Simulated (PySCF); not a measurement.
Vertical excitations of a molecule C3H9In from TDDFT-PBE/def2-SVPD run with PySCF, as energy in eV (oscillator strength): 3.81 (0.001), 4.51 (0.000), 5.47 (0.002), 5.77 (0.101), 5.83 (0.000), 6.12 (0.157), 6.34 (0.004), 6.65 (0.093), 6.72 (0.100), 6.83 (0.054). Lowest triplet (TDA): 3.55 eV. The structure is a stationary point at PBE-D3(BJ)/def2-SVP. The def2 effective core potentials stand for the cores of In; spin–orbit coupling is left out. One conformer was computed; it need not be the lowest.

Q: Which molecule gave these data?
(A) C[CH2][InH][CH3]
(B) [CH3][In]([CH3])[CH3]
(C) C[CH](C)[InH2]
(D) CC[CH2][InH2]

A: D, CC[CH2][InH2]
